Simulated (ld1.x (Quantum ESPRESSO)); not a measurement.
Varying the RRKJ potential for carbon (C)

Base potential:

carbon, norm-conserving RRKJ (Kleinman–Bylander form), made with ld1.x (Quantum ESPRESSO) 7.5 (LDA (PZ), scalar-relativistic). Core [He], reference 2s1.5 2p2.5. Waves: 2p (bound): rc 2.20 bohr; 3d channel at -0.15 Ry: rc 1.80 bohr; 2s (bound): rc 1.00 bohr. Local part: the s channel. Core correction: a·sin(br)/r model core inside 0.75 bohr. rho0 = 0.001.

Cutoffs, loose and tight: the cutoffs (Ry, on a coarse ladder) from which the occupation-weighted sum of valence levels, in a spherical-Bessel basis at the reference potential, stays within 10 and 1 mRy of its value at 400 Ry. They do not see the model core or the augmentation charge, which bear on the density cutoff. Test errors are all-electron minus pseudo excitation energies from the reference, over the configurations 2s2 2p2; 2s2 2p1; 2s2 2p0; 2s1 2p2; 2s1 2p3; 2s2 2p2.3; 2s2 2p1.5 (two spin-polarised tests are not counted in the largest error). A dash means not determined; rows that change the core or the reference have their own tests.

| change | outcome | cutoff, loose | cutoff, tight | bound ghosts | largest test error (meV) |
| --- | --- | --- | --- | --- | --- |
| base | generated | 35 Ry | 90 Ry | none | +589 |
| all radii but the core radius scaled by about 0.86 (s 0.86, p 1.90, d 1.56 bohr) | generated | 60 Ry | 120 Ry | none | +335 |
| all radii but the core radius scaled by about 0.96 (s 0.96, p 2.10, d 1.72 bohr) | generated | 35 Ry | 90 Ry | none | +486 |
| all radii but the core radius scaled by about 1.04 (s 1.04, p 2.30, d 1.88 bohr) | generated | 35 Ry | 90 Ry | none | +714 |
| all radii but the core radius scaled by about 1.11 (s 1.12, p 2.44, d 2.00 bohr) | generated | 35 Ry | 90 Ry | none | +862 |
| all radii but the core radius scaled by about 1.20 (s 1.20, p 2.64, d 2.16 bohr) | generated | 30 Ry | 80 Ry | none | +1239 |
| all radii but the core radius scaled by about 1.30 (s 1.30, p 2.84, d 2.34 bohr) | generated | 30 Ry | 70 Ry | none | +1476 |

Task: What comes out with this change to the base: all radii but the core radius scaled by about 1.40 (s 1.40, p 3.08, d 2.52 bohr)?

Result: outcome: generated; cutoff, loose: 25 Ry; cutoff, tight: 60 Ry; bound ghosts: none; largest test error (meV): +2044.

Task: What comes out with this change to the base: all radii but the core radius scaled by about 0.76 (s 0.76, p 1.66, d 1.36 bohr)?

Result: outcome: generated; cutoff, loose: 110 Ry; cutoff, tight: 260 Ry; bound ghosts: none; largest test error (meV): +229.

Reading the sweep of the scale of all radii but the core radius (base = 1) (base included, trends over the rows without a ghost): The loose cutoff falls from 110 Ry at 0.76 to 25 Ry at 1.4. A larger radius leaves more room for a smooth pseudo-wave, so fewer plane waves are needed; a smaller one forces it to follow the all-electron wave where it bends sharply. The median size of the test errors (rows with all tests solved) rises from 2.6 meV at 0.76 to 33.5 meV at 1.4. More of the atom is replaced by a form fitted at one configuration, so other configurations suffer as the radius grows.
